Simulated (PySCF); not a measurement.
Delta-SCF ions had no search for a lower state. Excitations are Tamm–Dancoff values on a coarser integration grid. The basis has no diffuse functions, so Rydberg states are missing or too high.

Cartesian coordinates (Å):
```xyz
15

B     -1.8258     1.0820     0.4124
C     -0.8011    -0.0243     0.0868
C     -1.3127    -1.2545    -0.0851
C      0.6590     0.2134    -0.0362
C      1.1865     1.4233     0.1267
C      1.5425    -0.9579    -0.3534
H     -2.9748     0.7760     0.4866
H     -1.5339     2.2209     0.5935
H     -0.7097    -2.1241    -0.3167
H     -2.3770    -1.4225     0.0057
H      2.2530     1.5803     0.0336
H      0.5823     2.2877     0.3553
H      1.2659    -1.4166    -1.3051
H      2.5841    -0.6503    -0.4155
H      1.4617    -1.7335     0.4113
```
Charge 0, multiplicity 1.

Task: What is the computed vertical ionisation energy (Delta-SCF), S1 oscillator strength, S1–T1 gap (TDA), dipole moment, LUMO, HOMO, brightest of the four lowest singlets (TDA) and T1 excitation (TDA) (PBE-D3(BJ)/def2-TZVP // CAM-B3LYP-D3(BJ)/def2-TZVP (PySCF 2.14.0))?

Result: 
vertical ionisation energy (Delta-SCF): 8.88 eV
S1 oscillator strength: 0.033
S1–T1 gap (TDA): 0.99 eV
dipole moment: 1.40 D
LUMO: -2.92 eV
HOMO: -6.04 eV
brightest of the four lowest singlets (TDA): 5.67 eV
T1 excitation (TDA): 2.71 eV
